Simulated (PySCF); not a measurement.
# A thermochemical cycle for CsAl

CCSD(T) in PySCF with def2-SVPD on every atom (core potentials on Cs), for the lowest determinant that a PBE0 search found; no spin–orbit coupling. CsAl, a triplet (σ ↑, π ↑), has De = 0.45 eV to neutral atoms, and CsAl⁺, a doublet (σ ↑), has De = 0.38 eV to Cs⁺ + Al.

At the same level the Cs atom ionises at 3.78 eV.

What is the adiabatic ionisation energy of the molecule, and does ionisation strengthen or weaken the bond?

IE = IE(Cs) + De(neutral) − De(ion) = 3.78 + 0.45 − 0.38 = 3.85 eV. De changes by -0.07 eV, so ionisation weakens the bond.

Correlated steps freeze 5 core orbitals. Weak bonds: CsAl, CsAl⁺. Basis-set superposition, not corrected here, can be much of De in a small basis, most of all at correlated wavefunction levels. These are scalar-relativistic numbers at best; spin–orbit coupling would shift them, the dissociation energy most. For an ion De counts to the pair picked by the measured ionisation energies or electron affinities, which need not be the lowest pair at this level. States were picked by a PBE0 search and need not be the measured ground states.
